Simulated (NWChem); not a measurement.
BSiH5; SMILES B[SiH3]

```xyz
7

B     -0.0001     1.4470     0.0156
H      1.0205     2.0693    -0.0092
H     -1.0206     2.0697    -0.0090
Si    -0.0001    -0.5740     0.0070
H      0.0136    -0.9826    -1.4327
H     -1.2132    -1.1781     0.6262
H      1.2018    -1.1772     0.6486
```
Atoms are numbered in this order, from 1.

All runs use the structure optimised with B3LYP/6-31G* (spherical d).

Question: List the 4 lowest vertical singlet excitations from B3LYP/def2-SVPD, TDA (NWChem).

Answer: 
```tsv
state	energy (eV)	oscillator strength	leading excitation (squared amplitude)
S1	4.29	0.006	HOMO → LUMO (0.98)
S2	5.23	0.002	HOMO−1 → LUMO (0.90)
S3	6.17	0.003	HOMO−3 → LUMO (0.89)
S4	6.23	0.078	HOMO−2 → LUMO (0.95)
```
